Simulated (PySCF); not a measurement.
What builds the second ionisation energy along the second row

Calculated with PySCF 2.14 from differences of total energies of unrestricted determinants, without spin-orbit coupling. Each column adds one step, in eV (sums use unrounded values): valence MP2, valence CCSD, valence triples, then the next inner shell at CCSD(T) (B 1s, C 1s, N 1s, O 1s, F 1s, Ne 1s). References (NIST) marked * lie between the lowest fine-structure levels; the others compare directly ((s) semi-empirical, (t) theoretical).

| element | UHF | + MP2 | + CCSD | + (T) | + inner shell | sum | reference |
| --- | --- | --- | --- | --- | --- | --- | --- |
| B [He] 2s2 → [He] 2s1 (aug-cc-pwCVTZ, non-relativistic) | 23.442 | 1.013 | 0.637 | 0.000 | 0.030 | 25.122 | 25.155 |
| C [He] 2s2 2p1 → [He] 2s2 (aug-cc-pwCVTZ, non-relativistic) | 24.154 | 0.223 | -0.166 | 0.033 | 0.058 | 24.302 | 24.378 |
| N [He] 2s2 2p2 → [He] 2s2 2p1 (aug-cc-pwCVTZ, non-relativistic) | 29.189 | 0.429 | -0.156 | 0.017 | 0.048 | 29.527 | 29.601 (s) * |
| O [He] 2s2 2p3 → [He] 2s2 2p2 (aug-cc-pwCVTZ, non-relativistic) | 34.556 | 0.640 | -0.181 | 0.011 | 0.041 | 35.067 | 35.121 * |
| F [He] 2s2 2p4 → [He] 2s2 2p3 (aug-cc-pwCVTZ, non-relativistic) | 33.374 | 1.259 | 0.034 | 0.030 | 0.027 | 34.724 | 34.950 |
| Ne [He] 2s2 2p5 → [He] 2s2 2p4 (aug-cc-pwCVTZ, non-relativistic) | 39.252 | 1.523 | -0.074 | 0.036 | 0.025 | 40.762 | 40.963 * |

What remains against the references is mostly basis incompleteness and, for starred values, spin-orbit coupling.

Task: What share of the correlation contribution for Ne comes from the inner shell?

Result: The four steps add to 1.510 eV, of which the inner shell gives 0.025 eV, or 2 %.
